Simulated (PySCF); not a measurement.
Polarisability and C₆ of Mg²⁺ (magnesium, charge +2)

[Ne], closed-shell 1S. Calculation: PySCF 2.14, in aug-cc-pVTZ-DK; the spin-free X2C one-electron Hamiltonian (Gaussian nucleus). Coupled (time-dependent) response in atomic units; α is the mean over directions.

```json
{"method": "UHF", "mean α (bohr³)": "0.2507", "C₆ (like pair)": "0.1267", "S(−4)": "0.03699"}
{"method": "PBE", "mean α (bohr³)": "0.2931", "C₆ (like pair)": "0.1602", "S(−4)": "0.05119"}
{"method": "PBE0", "mean α (bohr³)": "0.2789", "C₆ (like pair)": "0.1486", "S(−4)": "0.04622"}
{"method": "BP86", "mean α (bohr³)": "0.2878", "C₆ (like pair)": "0.1557", "S(−4)": "0.04940"}
{"method": "PW91", "mean α (bohr³)": "0.2921", "C₆ (like pair)": "0.1589", "S(−4)": "0.05111"}
```

S(−4) is the Cauchy moment in α(ω) = α(0) + S(−4) ω² + …

α(iu) at UHF:

```tsv
u (hartree)	α(iu) (bohr³)
0	0.2507
0.0500	0.2506
0.100	0.2504
0.200	0.2493
0.300	0.2474
0.500	0.2418
0.750	0.2317
1.00	0.2190
1.50	0.1897
2.00	0.1604
3.00	0.1121
5.00	0.05766
```

A single London oscillator, α(iu) = α/(1 + u²/ω²), gives C₆ = (3/4) ω α². Matching the computed C₆ needs ω = 4 × 0.1267 / (3 × 0.2507²) = 2.69 hartree.

For an ion, C₆ is the dispersion term alone; charge-induced terms of lower order in 1/R come first.
